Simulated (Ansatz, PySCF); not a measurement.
Species: C4H6S, net charge 0, singlet state. 
Structure (B3LYP-D3(BJ)/def2-TZVP (Ansatz, a program for electronic structure) minimum search):
```
C
C 1 1.3252
H 2 1.0834 1 123.13
H 1 1.0834 2 123.13 3 0.00
C 2 1.4977 3 119.67 1 -180.00
H 5 1.0924 2 111.84 3 60.48
H 5 1.0924 6 107.75 2 123.31
C 1 1.4977 4 119.67 2 -180.00
H 8 1.0924 1 111.84 4 60.48
H 8 1.0924 9 107.75 1 123.31
S 5 1.8383 6 109.86 7 119.67
```
Charge 0, spin multiplicity 1.

Property: atomisation energy (electronic, to ground-state atoms), in kJ/mol. Cores are frozen in the correlated levels unless marked. Open shells are spin-unrestricted. Spin-orbit coupling is left out. No relativistic terms. The coupled-cluster limit lacks core correlation, which all-electron functionals hold. CBS(X,Y): correlation extrapolated as X^-3; Hartree-Fock from the larger set. The bracket is a focal-point correction in the basis named.

```json
[
 {"level": "HF/aug-cc-pV(T+d)Z", "program": "Ansatz", "atomisation energy (kJ/mol)": "3340.0", "minus last row": "-1203.1", "rough core time": "-"},
 {"level": "HF-D3(BJ)/def2-TZVPD", "program": "PySCF + dftd3", "atomisation energy (kJ/mol)": "3549.7", "minus last row": "-993.4", "rough core time": "-"},
 {"level": "PBE/def2-TZVPD", "program": "Ansatz", "atomisation energy (kJ/mol)": "4652.9", "minus last row": "109.8", "rough core time": "under 20 s"},
 {"level": "PBE0/STO-3G", "program": "Ansatz", "atomisation energy (kJ/mol)": "5427.7", "minus last row": "884.6", "rough core time": "under 20 s"},
 {"level": "M06-2X/def2-TZVPD", "program": "PySCF", "atomisation energy (kJ/mol)": "4542.1", "minus last row": "-1.0", "rough core time": "-"},
 {"level": "HSE06-D3(BJ)/def2-TZVPD", "program": "Ansatz + dftd3", "atomisation energy (kJ/mol)": "4603.6", "minus last row": "60.5", "rough core time": "under 20 s"},
 {"level": "MP2/cc-pV(D+d)Z", "program": "Ansatz", "atomisation energy (kJ/mol)": "4279.5", "minus last row": "-263.6", "rough core time": "-"},
 {"level": "RI-MP2/aug-cc-pV(Q+d)Z", "program": "Ansatz", "atomisation energy (kJ/mol)": "4589.8", "minus last row": "46.7", "rough core time": "50 s"},
 {"level": "RI-MP2/cc-pV(T+d)Z", "program": "Ansatz", "atomisation energy (kJ/mol)": "4507.4", "minus last row": "-35.7", "rough core time": "under 20 s"},
 {"level": "RI-MP2/CBS(aug-cc-pV(T+d)Z,aug-cc-pV(Q+d)Z)+[CCSD(T)-MP2]/aug-cc-pV(T+d)Z", "program": "Ansatz", "atomisation energy (kJ/mol)": "4543.1", "minus last row": "0.0", "rough core time": "-"}
]
```

Core times are rough, on shared machines, summed over the molecules involved; a dash marks a level read off another run, or run on other hardware, by another program or under a memory cap.
